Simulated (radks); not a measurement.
Values are calculated unless marked as measured or tabulated.
Valence configurations of Cd3+ (all share [Kr]). Code: a radial shooting solver on a logarithmic mesh with Libxc functionals. Model: scalar-relativistic Kohn-Sham, r2SCAN, spin-polarised, spherical densities, finite nucleus; open shells are filled with parallel spins first (spin-orbit coupling, left out, can overturn this in heavy ions); meta-GGA in the generalised Kohn-Sham scheme; Fermi nuclear charge, rms radius 4.6087 fm. Energies are relative to 4d9; eigenvalues in eV for spin up.

valence,E (eV),moment (Bohr magnetons),e(4d),e(5p),e(5s)
4d9,0.000,1,-46.679,-,-
4d8.5 5s0.5,7.057,2,-49.428,-,-33.449
4d8.5 5p0.5,11.318,2,-50.011,-25.244,-
4d8 5s1,14.169,3,-52.142,-,-35.245
4d8 5s0.5 5p0.5,18.649,3,-52.720,-26.523,-35.362
4d8 5p1,23.042,3,-53.291,-26.880,-
4d7.5 5s0.5 5p1,30.697,4,-55.978,-28.080,-37.234
4d7 5s2,31.817,3,-57.476,-,-36.819
4d7.5 5p1.5,35.246,4,-56.538,-28.375,-
4d7 5p2,47.954,5,-59.761,-29.744,-

NIST lists [Kr] 4d9 as the ground configuration; this level of theory agrees among the configurations tried. The energies are those of spherical high-spin densities, not of single terms.
